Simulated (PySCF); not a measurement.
Curvature of the energy in the electron number along the 4d series, charge +2

Calculated with PySCF 2.14, in x2c-TZVPall, spin-free X2C: one orbital is emptied in steps, and each cell gives the departure of E from the straight line at half an electron, in eV (from a cubic fit). The exact functional gives zero.

| species | orbital | LDA | PBE | r2SCAN | PBE0 | BHandHLYP | LC-wPBE | wB97X | UHF |
| --- | --- | --- | --- | --- | --- | --- | --- | --- | --- |
| Zr²⁺ | 4d alpha | -1.34 | -1.31 | -1.24 | -0.94 | -0.60 | -0.23 | -0.31 | 0.14 |
| Nb²⁺ | 4d alpha | -1.42 | -1.39 | -1.29 | -1.00 | -0.62 | -0.27 | -0.35 | 0.19 |
| Mo²⁺ | 4d alpha | -1.51 | -1.47 | -1.37 | -1.04 | -0.63 | -0.32 | -0.39 | 0.24 |
| Tc²⁺ | 4d alpha | -1.60 | -1.57 | -1.47 | -1.11 | -0.65 | -0.38 | -0.46 | 0.28 |
| Ru²⁺ | 4d beta | -1.57 | -1.52 | -1.36 | -1.05 | -0.64 | -0.32 | -0.43 | 0.32 |
| Rh²⁺ | 4d beta | -1.66 | -1.61 | -1.52 | -1.12 | -0.65 | -0.40 | -0.49 | 0.37 |
| Pd²⁺ | 4d beta | -1.74 | -1.69 | -1.57 | -1.17 | -0.66 | -0.44 | -0.53 | 0.41 |
| Ag²⁺ | 4d beta | -1.82 | -1.77 | -1.63 | -1.21 | -0.67 | -0.50 | -0.57 | 0.46 |
| Cd²⁺ | 4d beta | -1.91 | -1.86 | -1.74 | -1.28 | -0.69 | -0.57 | -0.64 | 0.50 |

Problem. How does the mean departure depend on the functional?

Solution. LDA -1.62 eV; PBE -1.58 eV; r2SCAN -1.47 eV; PBE0 -1.10 eV; BHandHLYP -0.65 eV; LC-wPBE -0.38 eV; wB97X -0.46 eV; UHF 0.32 eV. Semilocal functionals are convex (delocalisation error), Hartree-Fock is concave or straight, and exact exchange removes curvature roughly in proportion to its share, so among the functionals the range-separated hybrids usually come closest to zero.

No spin-orbit coupling is included.
